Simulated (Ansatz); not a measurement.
Mulliken charges of CH3BrFIn (`[CH3][In]([F])[Br]`) from ωB97M-V/def2-TZVPP in Ansatz (PBE0-D4/def2-TZVP geometry).

| atom | x (Å) | y (Å) | z (Å) | charge (e) |
| --- | --- | --- | --- | --- |
| C1 | -0.336 | 0.995 | 0.405 | -0.549 |
| In2 | 0.354 | -0.865 | -0.353 | 0.908 |
| F3 | 2.262 | -1.210 | -0.556 | -0.484 |
| Br4 | -0.915 | -2.832 | -1.090 | -0.325 |
| H5 | -0.997 | 1.455 | -0.329 | 0.146 |
| H6 | -0.890 | 0.818 | 1.326 | 0.145 |
| H7 | 0.521 | 1.639 | 0.598 | 0.158 |

Question: By hand: the dipole of these point charges (1 e Å = 4.8032 D).

Answer: Σ q r = (-0.484, 0.764, 0.319) e Å, of length 0.959 e Å = 4.61 D.

Question: How does the dipole of the full density compare? (Best estimate.)

Answer: Ansatz gave: (-0.402, 0.647, 0.271) e Å, 3.88 D; the point charges give 1.19 times that, at 0° from its direction.

Point charges leave out the atoms' own dipoles, such as those of lone pairs, and Mulliken's split depends on the basis, so the two needn't agree.
